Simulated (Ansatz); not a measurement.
System: MnH, charge 0, multiplicity 7. The spin state was set by rule; other spins were not relaxed. 
Geometry from a B3LYP-D3(BJ)/def2-TZVP (Ansatz, an electronic-structure program) optimisation:
```
Mn
H 1 1.7521
```
Charge 0, spin multiplicity 7.

Task: Give the harmonic wavenumbers at B3LYP-D3(BJ)/def2-TZVP (Ansatz, finite differences of forces, unscaled).

Result: 1457 cm⁻¹. Zero-point energy 2.1 kcal/mol.

Task: From these and the geometry, give the ideal-gas thermochemistry at 298.15 K and 1 atm (rigid rotor, harmonic oscillator).

Result: Point group C∞v, rotational symmetry number 1. Rotational constants 166.3, 166.3 GHz. S(trans) 37.99, S(rot) 9.18, S(vib) 0.01, S(elec, spin only) 3.87, S 51.0 cal/(mol K). H(298) - H(0) 2.08 kcal/mol; G - E(el) -11.1 kcal/mol.
